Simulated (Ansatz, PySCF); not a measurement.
The pair A = H2S (SMILES S) (first 3 atoms), B = CH3Cl (SMILES CCl); geometry from B3LYP-D3(BJ)/def2-TZVP.
(charge 0, multiplicity 1):
```json
[
 {"atom": "S", "x (Å)": "-0.3163", "y (Å)": "0.1178", "z (Å)": "-0.4573"},
 {"atom": "H", "x (Å)": "-0.2298", "y (Å)": "1.4346", "z (Å)": "-0.2098"},
 {"atom": "H", "x (Å)": "0.5931", "y (Å)": "-0.1789", "z (Å)": "0.4881"},
 {"atom": "C", "x (Å)": "-0.8297", "y (Å)": "-0.6975", "z (Å)": "3.3019"},
 {"atom": "Cl", "x (Å)": "0.9606", "y (Å)": "-0.6296", "z (Å)": "3.1406"},
 {"atom": "H", "x (Å)": "-1.2610", "y (Å)": "-0.4625", "z (Å)": "2.3332"},
 {"atom": "H", "x (Å)": "-1.1015", "y (Å)": "-1.7009", "z (Å)": "3.6146"},
 {"atom": "H", "x (Å)": "-1.1279", "y (Å)": "0.0319", "z (Å)": "4.0485"}
]
```

Correlated levels freeze the cores. CBS(a, b) extrapolates the correlation energy as X⁻³ and adds the Hartree–Fock energy of set b. MP2 and its Hartree–Fock in aug-cc-pV(T+d)Z are density fitted.

Programs: Ansatz (Gaussian basis) for Hartree–Fock, density functionals and correlated methods; PySCF for the dispersion terms. 

The monomers are drawn apart, rigid, along the line of their centres of mass. Counterpoise-corrected interaction energies (kcal/mol):

```csv
level,R = 4.850 Å,R = 5.937 Å
PBE/def2-TZVPPD,-0.8817,-0.3051
PBE-D3(BJ)/def2-TZVPPD,-1.2802,-0.4277
wB97M-V/def2-TZVPPD,-1.0540,-0.3855
"MP2/CBS(aug-cc-pV(D+d)Z, aug-cc-pV(T+d)Z) + ΔCCSD(T)/aug-cc-pV(D+d)Z",-1.0869,-0.3829
```

**Question.** R is the distance of the centres of mass. Find the local exponent m of E ∝ R⁻ᵐ between the two points.

**Answer.** 
m = ln(E₁/E₂)/ln(R₂/R₁): PBE/def2-TZVPPD 5.3; PBE-D3(BJ)/def2-TZVPPD 5.4; wB97M-V/def2-TZVPPD 5.0; MP2/CBS(aug-cc-pV(D+d)Z, aug-cc-pV(T+d)Z) + ΔCCSD(T)/aug-cc-pV(D+d)Z 5.2. For scale, two fixed dipoles give m = 3, dipole and quadrupole 4, quadrupoles 5, and dispersion or dipole-induced dipole 6 at long range; at these distances several terms mix, and what is left of overlap and damping shifts m, so it need not match one of them.

Ansatz is a program for electronic structure.
